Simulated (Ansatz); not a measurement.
BrNa (`[Na][Br]`), relaxed with RKS PBE-D4/def2-SVP in Ansatz from a rough embedded geometry. The force threshold is 0.03 eV/Å; the program also tests the step.

Total charge 0; spin multiplicity 1.

Start:

```xyz
2

Na    0.045   -0.325    1.273
Br   -0.045    0.325   -1.273
```

By how much does the energy fall, and how many steps does the optimiser take? (An estimate is asked.)

Computed: 0.84 kcal/mol, in 3 steps.

Which bonds change most? (Best estimate.)

Computed: Na1–Br2 from 2.630 to 2.509 Å.

Give the relaxed structure. (An estimate is asked.)

Computed: 
```xyz
2

Na    0.043   -0.310    1.215
Br   -0.043    0.310   -1.215
```
